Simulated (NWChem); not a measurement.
## Lowest excitation of F2Si

```xyz
3

Si     0.0000     0.0000    -0.5881
F     -1.2465     0.0000     0.4574
F      1.2465     0.0000     0.4574
```
Charge 0, spin multiplicity 1.

Program: NWChem. Structure: optimised with PBE0/def2-SVP, a minimum by its harmonic frequencies.

Basis set: def2-SVPD. CR-EOMCCSD(T) is the triples correction to the same EOM-CCSD root.

The correlated methods keep 7 core orbitals frozen. B3LYP has NWChem's definition, with VWN1-RPA local correlation. The structure started from a generated list of species. No row is a measurement; the coupled-cluster row has its own basis-set and correlation limits.

```csv
method,lowest vertical singlet excitation energy (eV)
CIS,6.12
CR-EOMCCSD(T),5.65
EOM-CCSD,[?]
TD-B3LYP,[?]
TDA-CAM-B3LYP,5.91
TD-PBE,5.37
```

Q: Fill in the missing entries.

A: 
- EOM-CCSD, lowest vertical singlet excitation energy (eV): 5.75
- TD-B3LYP, lowest vertical singlet excitation energy (eV): 5.54
